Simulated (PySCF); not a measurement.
## Core-level binding energies of `C=C[CH2][GaH][NH]C`

Species: C4H10GaN.
Z-matrix (Å and degrees, PBE0-D3(BJ)/def2-SVP geometry), rows numbered from 1:
```
C 
C   1  1.3372
C   2  1.4876  1  126.30
Ga  3  1.9851  2  112.48  1   103.13
N   4  1.8204  3  117.51  2   149.39
C   5  1.4407  4  127.94  3   178.21
H   1  1.0954  2  121.53  3     1.89
H   1  1.0928  2  121.36  3  -177.92
H   2  1.0987  1  117.79  3   178.11
H   3  1.1027  2  111.53  1  -135.89
H   3  1.1038  2  111.01  1   -16.22
H   4  1.5653  3  126.27  2   -31.38
H   5  1.0147  4  119.19  3    -1.36
H   6  1.1012  5  110.07  4     0.63
H   6  1.1066  5  112.84  4   119.84
H   6  1.1067  5  112.90  4  -118.62
```

Method: PySCF, delta-SCF UKS SCAN, pcX-2 on the ionised atom, pcseg-1 elsewhere, spin-free X2C. Vertical ΔSCF values, vacuum level as zero.

Q: Give the core binding energies atom by atom.

A: 
```csv
atom(s),bonded to,level,binding energy (eV),above the level's lowest (eV),count
C1,C (double bond) and 2 H,C 1s,289.56,0.00,1
C2,"C (double bond), C and H",C 1s,290.34,+0.78,1
C3,"C, 2 H and Ga",C 1s,289.97,+0.41,1
N5,"C, H and Ga",N 1s,403.86,0.00,1
C6,N and 3 H,C 1s,291.34,+1.78,1
```

Lowest listed C 1s: C1, bonded to C (double bond) and 2 H. Highest, 1.78 eV above it: C6, bonded to N and 3 H. Summing the Pauling electronegativity differences to the bonded atoms, each weighted by its formal bond order, gives -0.70 for the lowest site and -0.56 for the highest; the largest sum, -0.35, belongs to C2, 1.00 eV below the top. The smallest sum, -1.44, belongs to C3, 0.41 eV above the lowest.

Q: What is the longest wavelength that can ionise N 1s of N5 vertically?

A: λ = hc/E = 12398.42 eV Å / 403.86 eV = 30.700 Å.

No level of gallium is listed. One conformer (not necessarily the lowest) at the PBE0-D3(BJ)/def2-SVP geometry, without solvent, vibrations or thermal averaging.

Hardware: an x86-64 server with one thread, on a shared host. Cost: 46 s wall.
